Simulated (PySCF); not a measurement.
CH₅Ge₂N, SMILES [CH]1=[N][GeH2][GeH2]1. Geometry: PBE-D3(BJ)/def2-SVP. The structure was generated by enumeration, and PubChem lists no compound with its InChIKey, so it may never have been made.

Computed equilibrium geometry at PBE-D3(BJ)/def2-SVP (PySCF confirms it by a frequency run) as Cartesian coordinates in Å, and its point group:
point group Cs.
```xyz
9

C     -1.5842     0.4846     0.0000
N     -1.5561    -0.8020     0.0000
Ge     0.3386    -1.2089     0.0000
Ge     0.2877     1.2581     0.0000
H     -2.5582     1.0305     0.0000
H      0.7355    -2.0190    -1.2671
H      0.7355    -2.0190     1.2671
H      0.7225     2.0701    -1.2594
H      0.7225     2.0701     1.2594
```
